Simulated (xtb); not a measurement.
C$_{2}$H$_{6}$ClGa, charge +1, doublet, geometry from GFN2-xTB (such geometries of metal compounds can be far from the true shape) (a state made from the parent by changing its charge; the spin is typed, not shown lowest). Base run: GFN2-xTB (xtb).

xtb was given this input:
```
$ xtb mol.xyz --gfn 2 --chrg 1 --uhf 1 --json

# file mol.xyz
10

Ga    -0.11318702     0.04469571    -0.08248336
C     -1.92172568    -0.98294550    -0.55503717
H     -1.85733445    -1.24248750    -1.61332384
H     -2.74321140    -0.29652337    -0.34397420
H     -1.91352618    -1.85857301     0.09676954
C     -0.37592146     1.89024885    -1.11933910
H     -0.66734654     1.64329702    -2.14141930
H      0.59865420     2.37779450    -1.05496299
H     -1.15677370     2.43270961    -0.58316277
Cl     1.47260108    -0.58150613     1.07313619
```

Variants of this job, named by their change:

| change | ΔE vs base (mEh) | SCF cycles |
|---|---|---|
| base | 0.000 | 15 |
| etemp = 1000 | -0.113 | 16 |
| gbsa = thf | -79.634 | 13 |
| etemp = 3000 | -4.755 | 12 |
| acc = 1000 | 0.049 | 8 |
| acc = 0.1 | 0.000 | 16 |

ALPB and GBSA are two models with their own fitted parameters for each solvent, which aren't always the measured dielectric constant.
